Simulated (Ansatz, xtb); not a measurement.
Two isomers of C8H7F

Structure a is `C=Cc1ccc(F)cc1`, a singlet and structure b is `C=Cc1cccc(F)c1`, a singlet. Both are isolated molecules in the gas phase, relaxed with B3LYP/def2-SVP; the shapes shown needn't be the lowest conformers.

a (Å):

```xyz
16

C    -2.1063    2.3002    0.8412
C    -1.0783    1.5256    0.4639
C    -1.0707    0.4778   -0.5719
C     0.1194   -0.2332   -0.8194
C     0.1869   -1.2362   -1.7879
C    -0.9566   -1.5343   -2.5231
C    -2.1562   -0.8540   -2.3099
C    -2.2056    0.1438   -1.3396
F    -0.9069   -2.4953   -3.4569
H    -1.9842    3.0465    1.6297
H    -3.1000    2.2252    0.3906
H    -0.1166    1.6674    0.9710
H     1.0140    0.0064   -0.2381
H     1.1091   -1.7878   -1.9803
H    -3.0324   -1.1158   -2.9065
H    -3.1472    0.6726   -1.1779
```

b (Å):

```xyz
16

C    -3.7377    0.4240   -2.3063
C    -2.4172    0.2310   -2.4377
C    -1.4095    0.1615   -1.3642
C    -0.0602   -0.0553   -1.7041
C     0.9284   -0.1288   -0.7196
C     0.5975    0.0123    0.6294
C    -0.7413    0.2272    0.9596
C    -1.7397    0.3035   -0.0022
F    -1.0756    0.3655    2.2523
H    -4.2219    0.5556   -1.3345
H    -4.3887    0.4562   -3.1831
H    -2.0119    0.1071   -3.4485
H     0.2128   -0.1676   -2.7563
H     1.9696   -0.2980   -1.0050
H     1.3466   -0.0402    1.4216
H    -2.7659    0.4737    0.3265
```

Question: Estimate E(b) − E(a) at the level CCSD(T)/def2-SVP + ΔMP2/def2-TZVPP.

Answer: CCSD(T)/def2-SVP + ΔMP2/def2-TZVPP gives E(b) − E(a) = −1.18 kJ/mol, slightly favouring structure b, which is too small a margin to settle the true order.

How the difference moves with the method:

```csv
level,geometry,E(b) − E(a) (kJ/mol),departure from the last row (kJ/mol),"job, with rough time for the two"
GFN2-xTB,GFN2-xTB,−0.41,+0.76,"optimisation, 0.17 s"
HF/STO-3G,GFN2-xTB,+0.84,+2.02,"single point, 0.7 s"
r2SCAN-D4/def2-SVP,GFN2-xTB,−1.01,+0.17,"single point, 4.9 s"
B3LYP/def2-SVP,B3LYP/def2-SVP,−0.81,+0.37,"optimisation, 45 s"
HF/def2-SVP,B3LYP/def2-SVP,−1.37,−0.19,part of the CCSD(T) run
MP2/def2-SVP,B3LYP/def2-SVP,−1.16,+0.02,part of the CCSD(T) run
CCSD(T)/def2-SVP,B3LYP/def2-SVP,−1.31,−0.14,single point
CCSD(T)/def2-SVP + ΔMP2/def2-TZVPP,B3LYP/def2-SVP,−1.18,,"single point, 2.1 min"
```

As drawn, both hold the same kinds of bond in the same numbers.

The largest departure from CCSD(T)/def2-SVP + ΔMP2/def2-TZVPP is that of HF/STO-3G, 2.02 kJ/mol. The last row adds to CCSD(T) the change of the MP2 difference between the two basis sets, here +0.14 kJ/mol.

With thermal terms from frequencies at re-optimised GFN2-xTB minima (ideal gas, soft modes damped towards free rotors, one conformer each, 298.15 K, 1 atm): the zero-point term adds −0.05 kJ/mol; ΔH is −1.27 and ΔG −1.16 kJ/mol.

The correlated steps freeze 9 core orbitals. Programs: Ansatz 0.2.0, xtb 6.7.1; the last row on 2 threads of Intel(R) Xeon(R) 6975P-C (Granite Rapids) on a shared host.
